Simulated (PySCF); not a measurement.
Krypton: a sound run and one with changed settings

Sound run: Kr²⁺ [Ar] 3d10 4s2 4p4, Kr³⁺ [Ar] 3d10 4s2 4p3. All numbers are calculated (PySCF 2.14, no relativity, point nucleus, in pcseg-2). In the sound run the correlated levels freeze [Ar] 3d10. The sound run starts from symmetry-adapted Hartree-Fock orbitals and uses a fine grid where one is needed.

Changed run: basis STO-3G. This setting is unsound on purpose.

```tsv
species	method	sound run (hartree)	changed run (hartree)	converged
Kr²⁺	UHF	-2750.68844	-2721.45462	yes
Kr²⁺	M06-2X	-2752.47283	-2722.75910	yes
Kr²⁺	B3LYP	-2752.41670	-2722.70642	yes
Kr²⁺	MP2	-2750.79514	-2721.45462	yes
Kr³⁺	UHF	-2749.42722	-2720.16316	yes
Kr³⁺	M06-2X	-2751.17500	-2721.41804	yes
Kr³⁺	B3LYP	-2751.10446	-2721.35837	yes
Kr³⁺	MP2	-2749.50872	-2720.16316	yes
```

Ionisation energy of Kr²⁺:

```csv
method,sound run (eV),changed run (eV)
UHF,34.319,35.142
M06-2X,35.316,36.492
B3LYP,35.708,36.682
MP2,35.005,35.142
SCS-MP2,35.074,35.142
```

A minimal basis cannot let orbitals breathe on ionisation and holds almost no correlation.

For comparison, NIST gives 35.838 ± 0.02 eV between the lowest levels.
